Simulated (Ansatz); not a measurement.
GaCl₄, that is [GaCl4]- with one electron fewer. Total charge 0; doublet. Geometry PBE-D4/def2-SVPD, that of the charge -1 singlet; atoms count from 1.

Cartesian coordinates in Å:
```
Ga 0.000 0.000 0.000
Cl -1.240 -1.849 -0.176
Cl 1.599 -0.319 1.526
Cl -1.295 1.709 0.625
Cl 0.936 0.459 -1.975
```

Estimate the Mulliken populations from the PBE0/def2-TZVPD orbitals of Ansatz.


| atom | charge (e) | spin (α − β) |
| --- | --- | --- |
| Ga1 | 0.93 | -0.06 |
| Cl2 | -0.23 | 0.27 |
| Cl3 | -0.23 | 0.27 |
| Cl4 | -0.23 | 0.27 |
| Cl5 | -0.23 | 0.27 |
Mulliken values and Mayer orders depend strongly on the basis. With diffuse functions, as here, like atoms can get unlike values, and bond orders can come out too low or too high.

Where does the spin sit?

Summed by element: Ga -0.06, Cl 1.06, of 1 unpaired in all. Largest on single atoms: Cl5 0.27, Cl4 0.27, Cl2 0.27.

And the Mayer bond orders between bonded heavy atoms (over 0.3)?

Ga1–Cl2 0.76 (2.23 Å); Ga1–Cl3 0.76 (2.23 Å); Ga1–Cl4 0.76 (2.23 Å); Ga1–Cl5 0.76 (2.23 Å).
